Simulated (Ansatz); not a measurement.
`C#[C][Sn]([F])([F])[F]` + CH₃OH → `C[O][Sn]([F])([F])[F]` + acetylene at 700 K and 1 bar (ligand exchange at the Sn–C bond).

Gas-phase electronic energies from Ansatz, PBE0-D4/def2-TZVP geometries. CBS: MP2 limit from def2 TZ/QZ plus the TZ coupled-cluster correction, frozen cores. This one scheme is used for every species. Elements past krypton have def2 core potentials. For Sn outer-core shells are correlated without core-valence functions, which leaves a few kJ/mol of doubt a bond. Each species was taken in one conformer, which may not be the lowest.

| species | CCSD(T)/CBS energy (Eh) | H − E (kJ/mol) | S (J/(mol·K)) |
| --- | --- | --- | --- |
| `C#[C][Sn]([F])([F])[F]` | -590.14096 | 138.8 | 473.4 |
| CH₃OH | -115.61712 | 170.8 | 288.5 |
| `C[O][Sn]([F])([F])[F]` | -628.53137 | 206.8 | 520.3 |
| `C#C` | -77.22717 | 102.1 | 244.4 |

H − E and S are ideal-gas, rigid-rotor, harmonic terms from PBE0-D4/def2-TZVP, for one conformer and one mirror image of each species. 1 Eh = 2625.50 kJ/mol, R = 8.31446 J/(mol·K).

**Question.** By hand: ΔE, ΔH, ΔS and ΔG.

**Answer.** ΔE = (-628.53137) + (-77.22717) − (-590.14096) − (-115.61712) = -0.00046 Eh = -1.2 kJ/mol. Δ(H − E) = 206.8 + 102.1 − 138.8 − 170.8 = -0.7, so ΔH = -1.9 kJ/mol. ΔS = 520.3 + 244.4 − 473.4 − 288.5 = 2.8 J/(mol·K). ΔG = -1.9 − 700 × (2.8)/1000 = -3.9 kJ/mol.

**Question.** By hand: the equilibrium constant, and the temperature at which ΔG would vanish if ΔH and ΔS stayed fixed.

**Answer.** log₁₀ K = −ΔG/(RT ln 10) = 0.3. ΔH and −TΔS have one sign here, so there is no such temperature.

TΔS isn't small against ΔH here. The sign of ΔG lies within the doubt. A doubt of 5 kJ/mol in ΔE shifts log₁₀ K by 0.4 here. Other conformers and mirror images would add mixing entropy, several J/(mol·K) or more a flexible species. Modes under 60 cm⁻¹, often nearly free rotors, make the harmonic entropy too high. These are equilibria of isolated gas molecules and say nothing of rates. Largest T1 diagnostic: 0.015 (customary marks: 0.02 for closed shells, 0.045 for open ones).

ΔS is within the doubt of such terms, so its sign, and with it that verdict, could turn.
